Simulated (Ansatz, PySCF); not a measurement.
oxepine (C6H6O), SMILES C1=CC=COC=C1. Atoms are numbered in the order given.

```xyz
13

C      1.4350     0.1454     0.6773
C      1.4350     0.1454    -0.6773
C      0.3053    -0.2515    -1.4974
C     -0.9825    -0.1273    -1.1402
O     -1.3882     0.5248     0.0000
C     -0.9825    -0.1273     1.1402
C      0.3053    -0.2515     1.4974
H      2.3707     0.3741     1.1967
H      2.3707     0.3741    -1.1967
H      0.5072    -0.7044    -2.4726
H     -1.8068    -0.4896    -1.7650
H     -1.8068    -0.4896     1.7650
H      0.5072    -0.7044     2.4726
```
Charge 0, spin multiplicity 1.

The structure is a stationary point at PBE0-D3(BJ)/def2-SVP.

Two levels are set side by side: PBE-D3(BJ)/def2-SVP (Ansatz, a first-principles code) and PBE0-D3(BJ)/def2-SVP (Ansatz). Each level has its own optimised geometry; the coordinates shown are those of the second. Frequencies come from the Hessian of PySCF at each geometry. Differences are taken from unrounded values.

```csv
quantity,PBE0-D3(BJ),PBE-D3(BJ),PBE-D3(BJ) minus PBE0-D3(BJ)
mean bond length (Å),1.251,1.261,0.010
bond C1–C2 (Å),1.355,1.369,0.015
bond C1–C7 (Å),1.451,1.454,0.002
bond C2–C3 (Å),1.451,1.454,0.002
bond C3–C4 (Å),1.342,1.356,0.013
bond C4–O5 (Å),1.375,1.390,0.015
bond O5–C6 (Å),1.375,1.390,0.015
bond C6–C7 (Å),1.342,1.356,0.013
bond C1–H8 (Å),1.094,1.102,0.008
bond C2–H9 (Å),1.094,1.102,0.008
bond C3–H10 (Å),1.094,1.103,0.009
bond C4–H11 (Å),1.096,1.105,0.009
bond C6–H12 (Å),1.096,1.105,0.009
bond C7–H13 (Å),1.094,1.103,0.009
highest harmonic wavenumber (cm⁻¹),3214,3116,-98
mean harmonic wavenumber (cm⁻¹),1382,1329,-53
zero-point energy (kcal/mol),65.20,62.71,-2.49
```

Exact exchange shortens and stiffens bonds; PBE has none. Differences between two approximate levels are no errors against the true value.
